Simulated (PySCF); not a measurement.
Si(Cl)2(I)(Me) (CH₃Cl₂ISi), SMILES C[Si](Cl)(Cl)I. Atoms are numbered in the order given.

```xyz
8

C     -1.2703     2.1098     0.0000
Si    -0.8862     0.2914     0.0000
Cl    -1.7025    -0.6043     1.6753
Cl    -1.7025    -0.6043    -1.6753
I      1.5464    -0.0683     0.0000
H     -0.8434     2.5845     0.8962
H     -0.8434     2.5845    -0.8962
H     -2.3619     2.2556     0.0000
```

Geometry: B3LYP-D3(BJ)/def2-SVP. The def2 effective core potentials stand for the cores of I; spin–orbit coupling is left out.

Calculation: B3LYP/def2-TZVP run with PySCF.

Isolated molecule, no solvent.

The total energy is -1547.87315 hartree, the point group is Cs and the highest occupied level is -7.68 eV. The lowest empty level comes out as -1.32 eV, the orbital gap is 6.36 eV and the dipole moment comes out as 1.87 D. The quadrupole, principal values (traceless, Buckingham form, about the centre of nuclear charge) is -3.21, -2.73, 5.95 D·Å and the mean static polarisability is 91.6 bohr³ (13.57 Å³). The polarisability, principal values comes out as 81.3, 85.6, 107.8 bohr³.
